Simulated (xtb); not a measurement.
xtb input (GFN1-xTB):

```bash
xtb mol.xyz --gfn 1 --sp --chrg 1 --uhf 0
```
mol.xyz:
```
3

Sc     0.43927045     0.01866351    -0.05521046
F     -0.67931969     1.11072508    -0.88016194
F     -0.34564468    -1.15427328     1.00898635
```

Output:

```
           -------------------------------------------------
          |                Calculation Setup                |
           -------------------------------------------------

           -------------------------------------------------
          |                 G F N 1 - x T B                 |
           -------------------------------------------------

        Reference                      10.1021/acs.jctc.7b00118
      * Hamiltonian:
        H0-scaling (s, p, d)           1.850000    2.250000    2.000000
        zeta-weighting                 0.000000
      * Dispersion:
        s8                             2.400000
        a1                             0.630000
        a2                             5.000000
        s9                             0.000000
      * Repulsion:
        kExp                           1.500000
        rExp                           1.000000
      * Coulomb:
        alpha                          2.000000
        third order                    atomic
        anisotropic                    false
      * Halogen bond correction:
        rad-scale                      1.300000
        damping                        0.440000

          ...................................................
          :                      SETUP                      :
          :.................................................:
          :  # basis functions                  18          :
          :  # atomic orbitals                  17          :
          :  # shells                            7          :
          :  # electrons                        16          :
          :  # halogen bonds                     0          :
          :  max. iterations                   250          :
          :  Hamiltonian                  GFN1-xTB          :
          :  restarted?                      false          :
          :  GBSA solvation                  false          :
          :  PC potential                    false          :
          :  electronic temp.          300.0000000     K    :
          :  accuracy                    1.0000000          :
          :  -> integral cutoff          0.2500000E+02      :
          :  -> integral neglect         0.1000000E-07      :
          :  -> SCF convergence          0.1000000E-05 Eh   :
          :  -> wf. convergence          0.2000000E-04 e    :
          :  Broyden damping             0.4000000          :
          :  net charge                          1          :
          :  unpaired electrons                  0          :
          ...................................................

 iter      E             dE          RMSdq      gap      omega  full diag
   1     -3.2990633 -0.329906E+01  0.650E+01    0.00       0.0  T
   2     -8.0965244 -0.479746E+01  0.337E+01   32.03       1.0  T
   3     -8.3152194 -0.218695E+00  0.246E+01   27.64       1.0  T
   4     -5.4473581  0.286786E+01  0.772E+01    0.01       1.0  T
   5     -5.5619921 -0.114634E+00  0.793E+01    0.02       1.0  T
   6     -8.0864198 -0.252443E+01  0.342E+01   31.86       1.0  T
   7     -8.3407612 -0.254341E+00  0.231E+01   27.14       1.0  T
   8    -10.7376887 -0.239693E+01  0.892E+00    3.18       1.0  T
   9    -10.1158068  0.621882E+00  0.110E+01    6.19       1.0  T
  10     -9.4905350  0.625272E+00  0.133E+01    9.85       1.0  T
  11     -2.9006372  0.658990E+01  0.623E+01    0.00       1.0  T
  12     -8.1051224 -0.520449E+01  0.327E+01   32.05       1.0  T
  13     -8.7000035 -0.594881E+00  0.187E+01   19.27       1.0  T
  14     -9.5586497 -0.858646E+00  0.127E+01    1.26       1.0  T
  15     -2.1610193  0.739763E+01  0.563E+01    0.01       1.0  T
  16     -8.2052822 -0.604426E+01  0.280E+01   30.27       1.0  T
  17     -9.0484924 -0.843210E+00  0.166E+01   14.03       1.0  T
  18    -10.6230859 -0.157459E+01  0.961E+00    2.16       1.0  T
  19    -10.7240397 -0.100954E+00  0.886E+00    3.31       1.0  T
  20    -10.7076437  0.163960E-01  0.843E+00    3.44       1.0  T
  21    -10.2253201  0.482324E+00  0.825E+00    1.57       1.0  T
  22    -10.0805734  0.144747E+00  0.882E+00    1.44       1.0  T
  23     -9.7754000  0.305173E+00  0.995E+00    1.20       1.0  T
  24     -9.6984915  0.769085E-01  0.102E+01    1.14       1.0  T
  25     -9.5095798  0.188912E+00  0.109E+01    1.01       1.0  T
  26     -9.3468804  0.162699E+00  0.115E+01    0.91       1.0  T
  27     -9.4677800 -0.120900E+00  0.110E+01    0.98       1.0  T
  28     -9.7235302 -0.255750E+00  0.100E+01    1.14       1.0  T
  29     -8.6424374  0.108109E+01  0.140E+01    0.56       1.0  T
  30    -10.5629920 -0.192055E+01  0.551E+00    1.97       1.0  T
  31     -9.9713746  0.591617E+00  0.849E+00    1.22       1.0  T
  32     -9.8545064  0.116868E+00  0.899E+00    1.10       1.0  T
  33    -10.1676399 -0.313133E+00  0.731E+00    1.37       1.0  T
  34    -10.2286877 -0.610478E-01  0.683E+00    1.40       1.0  T
  35    -10.6245170 -0.395829E+00  0.336E+00    1.97       1.0  T
  36    -10.7274133 -0.102896E+00  0.163E+00    2.36       1.0  T
  37    -10.7455878 -0.181745E-01  0.104E+00    2.52       1.0  T
  38    -10.7486407 -0.305292E-02  0.826E-01    2.57       1.0  T
  39    -10.7517010 -0.306030E-02  0.515E-01    2.63       1.0  T
  40    -10.7534993 -0.179831E-02  0.242E-01    2.70       1.0  T
  41    -10.7539421 -0.442734E-03  0.933E-02    2.74       1.0  T
  42    -10.7540031 -0.609991E-04  0.312E-02    2.75       1.9  T
  43    -10.7540080 -0.495991E-05  0.822E-03    2.76       7.0  T
  44    -10.7540080  0.148150E-07  0.261E-03    2.76      22.1  T
  45    -10.7540081 -0.556151E-07  0.282E-04    2.76     205.1  T
  46    -10.7540081  0.344340E-08  0.592E-04    2.76      97.6  T
  47    -10.7540081 -0.404379E-08  0.741E-05    2.76     778.7  T
  48    -10.7540081 -0.170530E-12  0.927E-06    2.76    6227.9  T

   *** convergence criteria satisfied after 48 iterations ***

         #    Occupation            Energy/Eh            Energy/eV
      -------------------------------------------------------------
         1        2.0000           -1.2447228             -33.8706
         2        2.0000           -1.2195455             -33.1855
         3        2.0000           -0.9696092             -26.3844
         4        2.0000           -0.9061867             -24.6586
         5        2.0000           -0.8980266             -24.4365
         6        2.0000           -0.8900451             -24.2194
         7        2.0000           -0.8868366             -24.1321
         8        2.0000           -0.8852549             -24.0890 (HOMO)
         9                         -0.7838878             -21.3307 (LUMO)
        10                         -0.7238053             -19.6957
        11                         -0.7231447             -19.6778
        12                         -0.7213510             -19.6290
        13                         -0.7117079             -19.3666
       ...                                ...                  ...
        17                         -0.3201067              -8.7105
      -------------------------------------------------------------
                  HL-Gap            0.1013671 Eh            2.7583 eV
             Fermi-level           -0.8345713 Eh          -22.7098 eV

 SCC (total)                   0 d,  0 h,  0 min,  0.009 sec
 SCC setup                      ...        0 min,  0.000 sec (  1.187%)
 Dispersion                     ...        0 min,  0.000 sec (  0.506%)
 classical contributions        ...        0 min,  0.000 sec (  0.241%)
 integral evaluation            ...        0 min,  0.001 sec ( 12.092%)
 iterations                     ...        0 min,  0.007 sec ( 70.682%)
 molecular gradient             ...        0 min,  0.001 sec ( 13.714%)
 printout                       ...        0 min,  0.000 sec (  1.391%)

         :::::::::::::::::::::::::::::::::::::::::::::::::::::
         ::                     SUMMARY                     ::
         :::::::::::::::::::::::::::::::::::::::::::::::::::::
         :: total energy             -10.743401752197 Eh    ::
         :: gradient norm              0.029546985092 Eh/a0 ::
         :: HOMO-LUMO gap              2.758338810361 eV    ::
         ::.................................................::
         :: SCC energy               -10.754008054416 Eh    ::
         :: -> electrostatic           0.238186209601 Eh    ::
         :: repulsion energy           0.010933581132 Eh    ::
         :: dispersion energy         -0.000327278912 Eh    ::
         :: halogen bond corr.         0.000000000000 Eh    ::
         :: add. restraining           0.000000000000 Eh    ::
         :: total charge               1.000000000001 e     ::
         :::::::::::::::::::::::::::::::::::::::::::::::::::::

           -------------------------------------------------
          |                Property Printout                |
           -------------------------------------------------

    * Orbital Energies and Occupations

         #    Occupation            Energy/Eh            Energy/eV
      -------------------------------------------------------------
         1        2.0000           -1.2447228             -33.8706
         2        2.0000           -1.2195455             -33.1855
         3        2.0000           -0.9696092             -26.3844
         4        2.0000           -0.9061867             -24.6586
         5        2.0000           -0.8980266             -24.4365
         6        2.0000           -0.8900451             -24.2194
         7        2.0000           -0.8868366             -24.1321
         8        2.0000           -0.8852549             -24.0890 (HOMO)
         9                         -0.7838878             -21.3307 (LUMO)
        10                         -0.7238053             -19.6957
        11                         -0.7231447             -19.6778
        12                         -0.7213510             -19.6290
        13                         -0.7117079             -19.3666
        14                         -0.6979420             -18.9920
        15                         -0.5701979             -15.5159
        16                         -0.4039542             -10.9922
        17                         -0.3201067              -8.7105
      -------------------------------------------------------------
                  HL-Gap            0.1013671 Eh            2.7583 eV
             Fermi-level           -0.8345713 Eh          -22.7098 eV

  Mulliken/CM5 charges         n(s)   n(p)   n(d)
     1Sc    1.03928  1.39699   1.169  0.784  0.008
     2F    -0.01964 -0.19850   1.709  5.310  0.000
     3F    -0.01964 -0.19850   1.709  5.310  0.000

Wiberg/Mayer (AO) data.
largest (>0.10) Wiberg bond orders for each atom

 ---------------------------------------------------------------------------
     #   Z sym  total        # sym  WBO       # sym  WBO       # sym  WBO
 ---------------------------------------------------------------------------
     1  21 Sc   2.345 --     2 F    1.173     3 F    1.173
     2   9 F    1.515 --     1 Sc   1.173     3 F    0.342
     3   9 F    1.515 --     1 Sc   1.173     2 F    0.342
 ---------------------------------------------------------------------------

Topologies differ in total number of bonds
Writing topology from bond orders to xtbtopo.mol

 dipole moment from electron density (au)
     X       Y       Z
   1.3200   0.0561  -0.1659  total (Debye):    3.385

           -------------------------------------------------
          | TOTAL ENERGY              -10.743401752197 Eh   |
          | GRADIENT NORM               0.029546985092 Eh/α |
          | HOMO-LUMO GAP               2.758338810361 eV   |
           -------------------------------------------------

------------------------------------------------------------------------
Note: The following floating-point exceptions are signalling: IEEE_UNDERFLOW_FLAG IEEE_DENORMAL
normal termination of xtb
------------------------------------------------------------------------
 total:
 SCF:
```

The spin state was set by rule; other spins were not relaxed.
